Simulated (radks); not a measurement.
Question: All-electron atom: V4+ in [Ne] 3s2 3p5 3d1 4s1 (not the ground configuration). Method: non-relativistic Kohn-Sham, Tao-Mo meta-GGA, spin-polarised, spherical densities, point nucleus; open shells are filled with parallel spins first; meta-GGA in the generalised Kohn-Sham scheme; computed with a radial shooting solver on a logarithmic mesh with Libxc functionals. Some entries of the table are withheld. Estimate them.

| orbital | occ. | eigenvalue (eV) | <r> (bohr) | <r^2> (bohr^2) |
|---|---|---|---|---|
| 1s up | 1 | -5406.929 | 0.06698 | 0.006018 |
| 1s down | 1 | -5406.409 | 0.06697 | 0.006017 |
| 2s up | 1 | -667.9413 | 0.3100 | 0.1135 |
| 2s down | 1 | -667.2795 | 0.3097 | 0.1132 |
| 2p up | 3 | -572.5348 | 0.2748 | 0.09295 |
| 2p down | 3 | -571.5872 | 0.2746 | 0.09275 |
| 3s up | 1 | -133.5710 | 0.9119 | 0.9511 |
| 3s down | 1 | -130.0702 | 0.9163 | 0.9603 |
| 3p up | 3 | -106.6433 | 0.9475 | 1.043 |
| 3p down | 2 | -103.1284 | 0.9525 | 1.054 |
| 3d up | 1 | -64.5948 | 1.019 | 1.255 |
| 3d down | 0 | -61.0968 | 1.023 | 1.265 |
| 4s up | 1 | -42.9155 | 2.242 | (1) |
| 4s down | 0 | -39.1250 | 2.252 | (2) |
| 4p up | 0 | -35.7641 | 2.436 | 6.669 |

Answer: 
(1) 4s up <r^2> (bohr^2): 5.621
(2) 4s down <r^2> (bohr^2): 5.700
